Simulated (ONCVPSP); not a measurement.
# tungsten: one change to an ONCV potential, before and after

```
Element                 : W
Generator               : ONCVPSP 4.0.1
Type                    : optimised norm-conserving Vanderbilt (ONCV)
Functional              : PBE
Relativity              : scalar-relativistic
Frozen core             : [Kr] 4d10 4f14 5s2
Valence charge          : 12
Reference configuration : 5p6 5d4 6s2
Partial waves           : 6s: rc 2.60 bohr, ncon 3, nbas 6, qcut 2.5 1/bohr, 3 projectors, debl 0.6 Ha; 5p: rc 1.65 bohr, ncon 4, nbas 7, qcut 7.7 1/bohr, 3 projectors, debl 3.7 Ha; 5d: rc 2.60 bohr, ncon 4, nbas 9, qcut 4.9 1/bohr, 3 projectors, debl 0.3 Ha
Local potential         : polynomial inside 1.35 bohr (lpopt 5, dvloc0 1 Ha)
Core correction         : Teter function, fcfact 3, rcfact 1.75
```

Change: p: qcut 8.9.

Cutoffs: the cutoffs (Ha) at which the residual kinetic energy of the hardest occupied pseudo-wave falls to 1 and 0.1 mHa per electron; they do not see the model core or the augmentation charge, which bear on the density cutoff. Errors are all-electron minus pseudo energies relative to the spin-unpolarised reference configuration.

Q: Predict the effect on cutoff, ghosts and configuration errors.

A: The potential gets harder (21 Ha and 26 Ha → 25 Ha and 30 Ha); both files keep a bound ghost (s); the errors of the 4 common tests hardly move. The waves are optimised to have the least kinetic energy above qcut, so the cutoff follows it (qcut²/2 in Ha).

```csv
quantity,base,changed
"cutoff, loose",21 Ha,25 Ha
"cutoff, tight",26 Ha,30 Ha
loose cutoff by channel,"s 3.1 Ha, p 21 Ha, d 10.0 Ha","s 3.1 Ha, p 25 Ha, d 10.0 Ha"
bound ghosts,s,s
GHOST(+) flags under 300 eV,none,none
"error for 5p6 5d4 6s1, meV [ΔE 8.88 eV]",-14,-14
"error for 5p6 5d4 6s0, meV [ΔE 24.56 eV]",-85,-85
"error for 5p6 5d3 6s0, meV [ΔE 49.95 eV]",-151,-151
"error for 5p6 5d4 6s0 6p1, meV [ΔE 14.34 eV]",-51,-51
s: phases at 2.63 bohr within 0.05 rad from the reference energy up to (Ha; the scan ends near 5),2.6,2.6
p: phases at 1.67 bohr within 0.05 rad from the reference energy up to (Ha; the scan ends near 5),to the end of the scan,to the end of the scan
d: phases at 2.63 bohr within 0.05 rad from the reference energy up to (Ha; the scan ends near 5),4.6,4.6
"rms error of d²Exc/dni dnj with the model core, mHa",1.58,1.55
```

 A true bound ghost makes a file unfit for plane-wave use even where its test errors are small: the radial tests pick states by their node count and pass the ghost by.
